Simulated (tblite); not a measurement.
Species: C8H10NP.
Cartesian coordinates in Å at the GFN2-xTB level; atoms count from 1:
```
atom  x, y, z in Å
C1    -2.654   -1.146   -0.036
C2    -2.042   -0.131   -0.630
C3    -2.342    1.306   -0.359
P4    -0.773   -0.390   -1.929
C5     0.708   -0.137   -0.886
C6     1.721   -1.087   -0.780
C7     2.831   -0.785   -0.014
C8     2.894    0.449    0.619
C9     1.838    1.328    0.442
N10    0.780    1.049   -0.297
H11   -2.423   -2.174   -0.265
H12   -3.422   -0.985    0.704
H13   -2.763    1.769   -1.252
H14   -1.415    1.828   -0.121
H15   -3.045    1.413    0.464
H16   -0.740   -1.786   -1.833
H17    1.630   -2.036   -1.289
H18    3.636   -1.499    0.092
H19    3.742    0.720    1.229
H20    1.836    2.305    0.910
```

Level: GFN2-xTB in tblite, geometry and Hessian alike; calculated harmonic values, unscaled, isolated species. The method is semi-empirical: single wavenumbers can be off by several per cent or more. Modes of hydrogen on phosphorus can be 10 to 20 % off. One conformer, not necessarily the lowest.

Harmonic wavenumbers (cm⁻¹): 26.9, 51.1, 103.2, 154.7, 173.7, 213.0, 297.3, 356.9, 359.5, 390.8, 406.8, 480.0, 594.7, 644.5, 674.2, 694.4, 709.6, 750.3, 826.5, 873.2, 882.1, 884.9, 915.5, 932.6, 948.7, 995.4, 1012.1, 1036.7, 1092.1, 1114.9, 1145.8, 1165.1, 1190.2, 1244.5, 1286.9, 1386.1, 1394.6, 1410.6, 1425.0, 1458.2, 1471.3, 1556.7, 1571.6, 1684.5, 2255.5, 2995.3, 3009.8, 3032.8, 3048.9, 3063.5, 3074.6, 3077.6, 3095.8, 3103.7.

A = 2289, B = 766.4, C = 674.6 MHz; mass 151.055 u (most abundant isotopes); point group C1, symmetry number 1.

Zero-point energy?

Half the sum of the wavenumbers: 33872 cm⁻¹ = 405.20 kJ/mol.

Give the ideal-gas entropy at 200 K and 1 bar in the rigid-rotor, harmonic-oscillator model (classical rotation).

Translation 163.13, rotation 120.48, vibration 86.66: S = 370.3 J/(mol K).

And Cp and H(200 K) − H(0)?

Cp = 122.40 J/(mol K), of which vibrations give 89.15 (their classical limit is 54 R = 449.0); H(200 K) − H(0) = 15.60 kJ/mol without the zero-point energy, 8.95 from vibrations.

How do the functions run with temperature in this model?

```json
{"T (K)": "50", "S (J/(mol K))": "256.8", "Cp (J/(mol K))": "56.6", "H − H(0) (kJ/mol)": "2.23", "G − H(0) (kJ/mol)": "-10.61", "ln q(vib)": "0.95"}
{"T (K)": "100", "S (J/(mol K))": "302.7", "Cp (J/(mol K))": "78.3", "H − H(0) (kJ/mol)": "5.61", "G − H(0) (kJ/mol)": "-24.67", "ln q(vib)": "2.33"}
{"T (K)": "298.15", "S (J/(mol K))": "428.0", "Cp (J/(mol K))": "170.3", "H − H(0) (kJ/mol)": "29.95", "G − H(0) (kJ/mol)": "-97.66", "ln q(vib)": "7.69"}
{"T (K)": "373.15", "S (J/(mol K))": "470.1", "Cp (J/(mol K))": "205.9", "H − H(0) (kJ/mol)": "44.08", "G − H(0) (kJ/mol)": "-131.35", "ln q(vib)": "9.73"}
{"T (K)": "500", "S (J/(mol K))": "537.8", "Cp (J/(mol K))": "256.9", "H − H(0) (kJ/mol)": "73.56", "G − H(0) (kJ/mol)": "-195.33", "ln q(vib)": "13.21"}
{"T (K)": "750", "S (J/(mol K))": "656.2", "Cp (J/(mol K))": "325.9", "H − H(0) (kJ/mol)": "147.14", "G − H(0) (kJ/mol)": "-344.98", "ln q(vib)": "19.92"}
{"T (K)": "1000", "S (J/(mol K))": "756.3", "Cp (J/(mol K))": "369.3", "H − H(0) (kJ/mol)": "234.43", "G − H(0) (kJ/mol)": "-521.88", "ln q(vib)": "26.22"}
```

q(vib) and H(0) count from the zero-point level.

What must be added to the electronic energy to get the Gibbs energy at 200 K and 1 bar?

ZPE + [H(200 K) − H(0)] − T·S = 405.20 + 15.60 − 74.06 = 346.74 kJ/mol.

Which modes carry the vibrational entropy at 200 K?

26.9 cm⁻¹: 21.98; 51.1 cm⁻¹: 16.68; 103.2 cm⁻¹: 10.98; 154.7 cm⁻¹: 7.84; 173.7 cm⁻¹: 6.98; 213.0 cm⁻¹: 5.53 J/(mol K); the other 48 give 16.66 together.

Hindered rotation and anharmonicity are outside this model. Other conformers, if any are populated, would add a mixing term that is left out. The structure is chiral; the term R ln 2 for an equal mix with its mirror image is left out.
